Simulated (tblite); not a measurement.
C13H12Se.
Bonds: C1–Se2, Se2–C3, C3–C4 (double), C4–C5, C5–C6 (double), C6–C7, C7–C8 (double), C8–C9, C9–C10 (double), C10–C11, C11–C12 (double), C12–C13, C13–C14 (double), C3–C9, C10–C14. Hydrogens: H15, H16, H17 on C1; H18 on C4; H19 on C5; H20 on C6; H21 on C7; H22 on C8; H23 on C11; H24 on C12; H25 on C13; H26 on C14.

Computed with GFN2-xTB (tblite), gas phase: L-BFGS steps from a force-field or distance-geometry start until the largest atomic force falls under 0.01 eV/Å.

Geometry at step 25:
```
atom  x, y, z in Å
C1      0.1082    3.0586    0.8738
Se2     0.5854    1.6284    2.1198
C3      1.0104    0.1810    0.8752
C4      2.2515   -0.3109    1.1132
C5      2.9746   -1.3138    0.4035
C6      2.7885   -1.6711   -0.8883
C7      1.8226   -1.1220   -1.7868
C8      0.6854   -0.4638   -1.4839
C9      0.0878   -0.2290   -0.1745
C10    -1.2775   -0.2872   -0.0633
C11    -2.0953   -0.1218    1.1253
C12    -3.3795   -0.4015    0.8177
C13    -3.4488   -0.7506   -0.5862
C14    -2.2079   -0.6858   -1.1143
H15     0.0834    3.9604    1.4861
H16     0.8847    3.1417    0.1127
H17    -0.8700    2.8706    0.4318
H18     2.7739    0.1397    1.9547
H19     3.8207   -1.7498    0.9228
H20     3.4941   -2.3734   -1.3161
H21     2.0536   -1.2762   -2.8356
H22     0.0970   -0.0935   -2.3170
H23    -1.7482    0.1847    2.0929
H24    -4.2131   -0.3848    1.5020
H25    -4.3489   -1.0225   -1.1114
H26    -1.9536   -0.8847   -2.1408
```

Q: Give the atomic forces at this geometry.

A: 
| atom | Fx (eV/Å) | Fy (eV/Å) | Fz (eV/Å) |
| --- | --- | --- | --- |
| C1 | -0.033 | -0.020 | 0.030 |
| Se2 | -0.119 | -0.016 | -0.136 |
| C3 | 0.042 | -0.013 | -0.062 |
| C4 | 0.049 | 0.033 | -0.128 |
| C5 | -0.024 | -0.054 | 0.027 |
| C6 | 0.000 | -0.045 | 0.041 |
| C7 | 0.092 | 0.069 | 0.051 |
| C8 | 0.094 | 0.023 | 0.024 |
| C9 | -0.060 | 0.205 | -0.066 |
| C10 | 0.013 | -0.041 | 0.088 |
| C11 | -0.050 | 0.099 | 0.041 |
| C12 | 0.036 | -0.046 | -0.053 |
| C13 | 0.006 | -0.043 | 0.021 |
| C14 | -0.011 | 0.090 | 0.018 |
| H15 | -0.046 | -0.031 | -0.124 |
| H16 | -0.114 | -0.023 | 0.064 |
| H17 | 0.097 | -0.016 | 0.014 |
| H18 | 0.005 | -0.188 | -0.020 |
| H19 | -0.075 | 0.055 | 0.046 |
| H20 | -0.069 | 0.016 | -0.036 |
| H21 | -0.078 | 0.050 | 0.032 |
| H22 | 0.003 | -0.069 | 0.077 |
| H23 | 0.134 | -0.060 | 0.040 |
| H24 | 0.047 | 0.010 | -0.151 |
| H25 | 0.016 | 0.029 | 0.064 |
| H26 | 0.044 | -0.016 | 0.099 |

The largest, 0.22 eV/Å, acts on C9; the rms over all components is 0.069 eV/Å. The forces sum to zero within rounding, as they must for an isolated molecule in no field.

Q: Give the force on C9 in Eh/bohr and in nN.

A: 0.224 eV/Å ÷ 51.422 = 0.00435 Eh/bohr, and 0.224 eV/Å × 1.602 = 0.36 nN.

Q: How far is this geometry from the end of the optimisation?

A: 0.177 eV above it, and 0.407 Å rms away after alignment. The bonds farthest from their final lengths, with half the difference of the two atoms' forces along the bond (positive lengthens):

```csv
bond,now (Å),final (Å),force along bond (eV/Å)
Se2–C3,1.956,1.926,-0.01
C8–C9,1.458,1.450,+0.01
C1–Se2,1.956,1.948,-0.06
C9=C10,1.371,1.363,-0.02
C10–C14,1.459,1.452,+0.01
C4–C5,1.426,1.421,-0.03
```

The angle farthest from its final value is Se2–C3–C4, 110.8° against 115.5°.

The cost below is that of the whole relaxation. Time: 1.9 s of wall time. Hardware: Intel Xeon 6975P-C, one thread, no GPU, on a shared host.
